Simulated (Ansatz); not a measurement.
Geometry optimisation, Ansatz, RHF/def2-SVP.

input.yaml

```yaml
crystal:
  periodic: [false, false, false]
  atoms:
    - { symbol: Al, position_ang: [-0.024849, 0.2376, -0.126459] }
    - { symbol: F, position_ang: [-0.113274, 0.218523, 1.545521] }
    - { symbol: H, position_ang: [1.356492, 0.193008, -0.826332] }
    - { symbol: Cl, position_ang: [-1.838177, 0.477907, -1.131985] }
    - { symbol: Br, position_ang: [-0.218965, -3.048152, 1.350707] }
    - { symbol: H, position_ang: [-0.249028, -1.805386, 2.172449] }
basis:
  gaussian: { orbitals: def2-SVP }
hamiltonian:
  xc: hf
relax:
  f_tol: 0.03
  max_steps: 50
```

Launched with:

```bash
$ ansatz run input.yaml --threads 1 --pin off --max-ram 2048MiB --backend cpu --events-out ev --progress --plain --runs-dir out
```

Where does it end, and by what steps?

It converged. After 12 steps the energy has fallen by 0.144 eV; Br5 moved furthest, 0.51 Å.

```csv
step,energy less start (eV),largest force component (eV/Å),accepted
0,0.0000,1.579,yes
1,-0.0523,0.836,yes
2,-0.0407,1.499,no
3,-0.0864,0.755,yes
4,-0.1055,0.642,yes
5,-0.1139,0.596,yes
6,-0.1250,0.582,yes
7,-0.1344,0.564,yes
8,-0.1346,0.719,yes
9,-0.1431,0.080,yes
10,-0.1433,0.087,yes
11,-0.1411,0.166,no
12,-0.1439,0.007,yes
```

```xyz
6
Properties=species:S:1:pos:R:3
Al -0.029 0.132 -0.039
F -0.075 0.526 1.570
H 1.337 0.005 -0.772
Cl -1.838 0.308 -1.092
Br -0.202 -2.656 1.023
H -0.280 -2.042 2.293
```

Whether the end is a true minimum wasn't checked by a vibrational analysis.

The run took 24 s on 1 thread of Intel(R) Xeon(R) 6975P-C (Granite Rapids), on a shared host, peak memory 0.2 GiB.
